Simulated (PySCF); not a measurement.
Below is a simulated gas-phase C 1s photoelectron spectrum of N-tert-butylformamide (`O=CNC(C)(C)C`).

Every computed line was given a Gaussian of 0.7 eV full width at half maximum and an area set by the number of equivalent atoms; the highest printed point is 100. Theory: PySCF, delta-SCF UKS SCAN, pcX-2 on the ionised atom, pcseg-1 elsewhere, spin-free X2C.

binding energy (eV), intensity and a bar:
```
    289.4          0 
    289.5          1 
    289.6          3 #
    289.7          6 ##
    289.8         13 ####
    289.9         25 #######
    290.0         41 ############
    290.1         61 ##################
    290.2         81 ########################
    290.3         95 ############################
    290.4        100 ##############################
    290.5         94 ############################
    290.6         79 ########################
    290.7         59 ##################
    290.8         40 ############
    290.9         24 #######
    291.0         13 ####
    291.1          7 ##
    291.2          5 #
    291.3          5 ##
    291.4          8 ##
    291.5         13 ####
    291.6         20 ######
    291.7         26 ########
    291.8         31 #########
    291.9         33 ##########
    292.0         32 #########
    292.1         27 ########
    292.2         20 ######
    292.3         14 ####
    292.4          8 ##
    292.5          4 #
    292.6          2 #
    292.7          2 
    292.8          2 #
    292.9          4 #
    293.0          7 ##
    293.1         12 ####
    293.2         18 #####
    293.3         25 #######
    293.4         31 #########
    293.5         33 ##########
    293.6         32 ##########
    293.7         28 ########
    293.8         22 ######
    293.9         15 ####
    294.0          9 ###
    294.1          5 #
    294.2          3 #
    294.3          1 
    294.4          0 
    294.5          0
```

How many maxima does the curve show, and how many computed lines lie under it?

The curve has 3 maxima (at 290.4, 291.9 and 293.5 eV). Under it lie 3 lines from 3 inequivalent carbon sites.

Decompose the envelope and assign each component. Numbering: `[CH3:1][C:2]([CH3:3])([CH3:4])[NH:5][CH:6]=[O:7]`.

```csv
position (eV),relative area,line,atoms,environment
290.40,3,C 1s,C1/C3/C4,methyl carbon
291.90,1,C 1s,C2,sp3 carbon bound to nitrogen
293.52,1,C 1s,C6,amide carbonyl carbon
```

The listed C 1s values span 3.12 eV, from C1/C3/C4 (bonded to C and 3 H) to C6 (bonded to O (double bond), N and H). The widest gap between neighbouring values is 1.62 eV, between 291.90 and 293.52 eV.

Shake-up satellites, vibrational structure and lifetime widths aren't simulated. One atom of each set of topologically equivalent atoms was ionised and stands for the set; in this conformer not all members are related by symmetry, and their own values weren't computed. Geometry: PBE0-D3(BJ)/def2-SVP, one conformer, isolated molecule.

Time: 55 s wall. Hardware: Arm Neoverse V2, one thread, no GPU, shared host.

Shape of the structure used: `[CH3:1][C:2]([CH3:3])([CH3:4])[NH:5][CH:6]=[O:7]`: C1–C2–N5–C6 60°, C2–N5–C6–O7 0°.
